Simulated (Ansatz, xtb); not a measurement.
# Two isomers of C4H9F3Si

We compare I, `CC[C@](C)(F)[SiH](F)F`, a singlet, with II, `FCCCC[SiH](F)F`, a singlet. Both are isolated molecules in the gas phase, relaxed with B3LYP/def2-SVP, each in the lowest conformer that the search found.

I (Å):

```
atom    x (Å)    y (Å)    z (Å)
   C   1.8105  -0.6260  -0.1219
   C   0.7241  -1.5790  -0.6249
   C  -0.7064  -1.1700  -0.2660
   C  -1.7468  -2.0866  -0.8984
   F  -0.9274   0.1391  -0.7814
   F  -2.6101  -0.9491   1.8595
   F  -0.4008  -2.2143   2.3954
  Si  -1.0104  -0.9386   1.5981
   H   1.6142   0.4019  -0.4619
   H   2.7993  -0.9275  -0.4996
   H   1.8755  -0.6145   0.9792
   H   0.7763  -1.6524  -1.7261
   H   0.8949  -2.5964  -0.2336
   H  -2.7660  -1.7347  -0.6839
   H  -1.6059  -2.1140  -1.9912
   H  -1.6474  -3.1126  -0.5095
   H  -0.4587   0.3008   2.1784
```

II (Å):

```xyz
17

C    -2.0012    2.6343    1.2816
C    -1.5704    1.2912    0.7211
C    -0.3556    0.6953    1.4395
C     0.1219   -0.6356    0.8347
F    -0.9731    3.5562    1.1585
F     1.9311   -2.8254    1.0464
F     1.2199   -1.6460    3.2539
Si    1.5937   -1.3793    1.6973
H    -2.2582    2.5537    2.3537
H    -2.8814    3.0256    0.7421
H    -2.4295    0.5991    0.7848
H    -1.3459    1.4120   -0.3536
H     0.4589    1.4392    1.4132
H    -0.5999    0.5484    2.5068
H    -0.6887   -1.3873    0.8558
H     0.3825   -0.5040   -0.2319
H     2.8287   -0.5637    1.6644
```

Quicker runs give these differences E(II) − E(I): GFN2-xTB −0.009 eV; HF/STO-3G −0.109 eV (at GFN2-xTB geometries); r2SCAN-D4/def2-SVP +0.040 eV (at GFN2-xTB geometries).

Problem. Which of the two would you expect CCSD(T)/def2-SVP + ΔMP2/def2-TZVPP electronic energies to favour?

Solution. Not settled: CCSD(T)/def2-SVP + ΔMP2/def2-TZVPP gives E(II) − E(I) = −0.077 eV, but this leans on the basis-set step: CCSD(T) alone gives −0.037 eV.

Level by level:

| level | geometry | E(II) − E(I) (eV) | departure from the last row (eV) | job, with rough time for the two |
| --- | --- | --- | --- | --- |
| GFN2-xTB | GFN2-xTB | −0.009 | +0.069 | optimisation, 0.26 s |
| HF/STO-3G | GFN2-xTB | −0.109 | −0.031 | single point, 0.5 s |
| r2SCAN-D4/def2-SVP | GFN2-xTB | +0.040 | +0.118 | single point, 4.8 s |
| B3LYP/def2-SVP | B3LYP/def2-SVP | −0.054 | +0.023 | optimisation, 52 s |
| HF/def2-SVP | B3LYP/def2-SVP | −0.196 | −0.119 | part of the CCSD(T) run |
| MP2/def2-SVP | B3LYP/def2-SVP | −0.046 | +0.031 | part of the CCSD(T) run |
| CCSD(T)/def2-SVP | B3LYP/def2-SVP | −0.037 | +0.041 | single point |
| CCSD(T)/def2-SVP + ΔMP2/def2-TZVPP | B3LYP/def2-SVP | −0.077 |  | single point, 3.2 min |

As drawn, both hold the same kinds of bond in the same numbers. Structure I has 2 methyl groups, II 0.

r2SCAN-D4/def2-SVP puts the two in the other order. GFN2-xTB finds them nearly level. The largest departure from CCSD(T)/def2-SVP + ΔMP2/def2-TZVPP is that of HF/def2-SVP, 0.119 eV. The last row adds to CCSD(T) the change of the MP2 difference between the two basis sets, here −0.041 eV.

With thermal terms from frequencies at re-optimised GFN2-xTB minima (ideal gas, soft modes damped towards free rotors, one conformer each, 298.15 K, 1 atm): on the last row, ΔE + ΔZPE = −0.052, ΔH = −0.059, ΔG = −0.083 eV.

The correlated steps freeze 12 core orbitals. Mirror images aren't counted in ΔG. Codes used: Ansatz 0.2.0, xtb 6.7.1; the last row on 4 threads of Arm Neoverse V1 on a shared host.
